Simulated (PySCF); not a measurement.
H7NO2Si2, SMILES O([SiH2]O)[SiH2]N.

The structure is a stationary point at r2SCAN-D4/def2-SVP. This is a generated structure with no PubChem entry under its InChIKey; it may be hypothetical. The values are those of a single conformer.

The numbers are results of r2SCAN-D4/def2-SVP (PySCF 2.14.0), not measurements.

Frequencies are harmonic and unscaled.

| mode | ν (cm⁻¹) | IR (km/mol) | Raman (Å⁴/amu) | depolarisation | moving atoms (share of kinetic energy) |
|---|---|---|---|---|---|
| 1 | 15 | 0.7 | 0.1 | 0.57 | O 50 %, H 21 %, N 20 %, Si 9 % |
| 2 | 35 | 1.7 | 0.1 | 0.68 | H 31 %, N 27 %, O 24 %, Si 17 % |
| 3 | 101 | 3.0 | 0.3 | 0.51 | O 43 %, H 32 %, Si 24 % |
| 4 | 215 | 98.6 | 5.3 | 0.75 | H 69 %, Si 19 % |
| 5 | 253 | 19.1 | 2.7 | 0.75 | H 94 % |
| 6 | 279 | 84.3 | 1.9 | 0.66 | H 40 %, O 26 %, Si 18 %, N 16 % |
| 7 | 339 | 201.6 | 0.5 | 0.53 | H 50 %, O 36 %, Si 9 % |
| 8 | 411 | 38.4 | 2.1 | 0.18 | O 41 %, H 30 %, N 25 % |
| 9 | 546 | 19.6 | 1.9 | 0.62 | H 83 %, Si 16 % |
| 10 | 605 | 3.1 | 12.3 | 0.21 | Si 57 %, H 26 %, O 15 % |
| 11 | 647 | 106.1 | 5.7 | 0.60 | H 76 %, Si 13 %, O 11 % |
| 12 | 768 | 19.3 | 12.3 | 0.71 | H 93 % |
| 13 | 812 | 37.5 | 7.0 | 0.59 | H 85 % |
| 14 | 833 | 109.0 | 3.0 | 0.61 | O 41 %, H 38 %, Si 16 % |
| 15 | 861 | 36.9 | 9.5 | 0.55 | N 42 %, H 37 %, Si 18 % |
| 16 | 892 | 48.8 | 10.4 | 0.66 | H 61 %, O 25 %, Si 12 % |
| 17 | 901 | 77.0 | 8.5 | 0.74 | H 77 %, N 14 % |
| 18 | 916 | 573.8 | 5.2 | 0.74 | H 81 %, Si 16 % |
| 19 | 936 | 105.3 | 12.2 | 0.65 | H 82 %, Si 14 % |
| 20 | 971 | 133.6 | 10.8 | 0.69 | H 87 %, Si 11 % |
| 21 | 988 | 208.6 | 12.5 | 0.67 | H 70 %, Si 24 % |
| 22 | 1060 | 385.6 | 1.2 | 0.68 | O 73 %, Si 17 %, H 10 % |
| 23 | 1545 | 44.8 | 6.2 | 0.74 | H 89 %, N 11 % |
| 24 | 2232 | 118.4 | 53.3 | 0.29 | H 97 % |
| 25 | 2238 | 134.2 | 149.7 | 0.22 | H 97 % |
| 26 | 2261 | 197.4 | 105.0 | 0.29 | H 97 % |
| 27 | 2265 | 113.3 | 170.3 | 0.13 | H 97 % |
| 28 | 3580 | 28.1 | 115.0 | 0.11 | H 96 % |
| 29 | 3681 | 36.4 | 68.4 | 0.74 | H 91 %, N 9 % |
| 30 | 3883 | 85.9 | 82.1 | 0.27 | H 94 % |
